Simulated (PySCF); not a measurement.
GeH5NO3, SMILES [NH2][Ge]([OH])([OH])[OH]. Coordinates come from a ωB97X-D3(BJ)/def2-SVP optimisation. The structure was generated by enumeration, and PubChem lists no compound with its InChIKey, so it may never have been made. Other conformers were not sampled.

### Question
Give the equilibrium geometry at ωB97X-D3(BJ)/def2-SVP (PySCF confirms it by a frequency run) as a Z-matrix. (The exact figures need the calculation; the answer reports its results.)

### Answer
Several could match; the one computed here: 
```
Ge
O 1 1.7625
H 2 0.9641 1 112.09
O 1 1.7664 2 109.33 3 -33.87
H 4 0.9652 1 111.00 2 121.59
O 1 1.7684 2 113.45 3 79.36
H 6 0.9643 1 112.25 2 74.59
N 1 1.8024 2 103.97 3 -159.58
H 8 1.0156 1 116.47 2 159.45
H 8 1.0163 9 110.32 1 132.38
```
